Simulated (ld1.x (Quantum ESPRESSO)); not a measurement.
**u(r) = r·R(r): atom against pseudo-atom (Lu)**

Columns: radius, all-electron u(r) and pseudo u(r) of the 5p shell (level -35.00 eV) of lutetium in the configuration [Kr] 4d10 4f13 5s2 5p6 5d2 6s2 6p0; LDA (PZ), scalar-relativistic, PAW scheme, ld1.x (Quantum ESPRESSO) 7.5.

| r (bohr) | all-electron | pseudo |
| --- | --- | --- |
| 0.138 | -0.3222 | -0.0196 |
| 0.275 | 0.1768 | -0.0758 |
| 0.413 | 0.5040 | -0.1630 |
| 0.550 | 0.1985 | -0.2707 |
| 0.688 | -0.2737 | -0.3887 |
| 0.825 | -0.6511 | -0.5031 |
| 0.963 | -0.8807 | -0.6042 |
| 1.100 | -0.9782 | -0.6811 |
| 1.238 | -0.9840 | -0.7288 |
| 1.375 | -0.9325 | -0.7441 |
| 1.513 | -0.8496 | -0.7285 |
| 1.650 | -0.7541 | -0.6866 |
| 1.788 | -0.6558 | -0.6247 |
| 1.925 | -0.5629 | -0.5518 |
| 2.062 | -0.4779 | -0.4755 |
| 2.200 | -0.4019 | -0.4018 |
| 2.338 | -0.3357 | -0.3357 |
| 2.475 | -0.2794 | -0.2794 |
| 2.613 | -0.2311 | -0.2311 |
| 2.750 | -0.1908 | -0.1908 |
| 2.888 | -0.1569 | -0.1569 |
| 3.025 | -0.1289 | -0.1289 |
| 3.162 | -0.1056 | -0.1056 |
| 3.300 | -0.0863 | -0.0863 |
| 3.438 | -0.0704 | -0.0704 |
| 3.575 | -0.0574 | -0.0574 |

(1) How many radial nodes do the two functions have?

(2) At about which radius was the pseudo-wave matched?

(3) Where does each function peak?

(4) Is the pseudo-wave norm-conserving?

Results:

(1) The all-electron 5p function has n − l − 1 = 3 (the table is too coarse to show those close to the nucleus); the pseudo-wave has 0, since the states of the same l below it are removed with the core.

(2) 2.40 bohr. The columns agree to 0.0005 from 2.20 bohr on; several derivatives are matched, so the curves merge somewhat inside the radius.

(3) Outermost all-electron maximum near 1.24 bohr, pseudo maximum near 1.38 bohr (to the table’s step).

(4) No, it belongs to a PAW set: the norm inside the radius is not constrained, and the difference is carried by the augmentation charge.
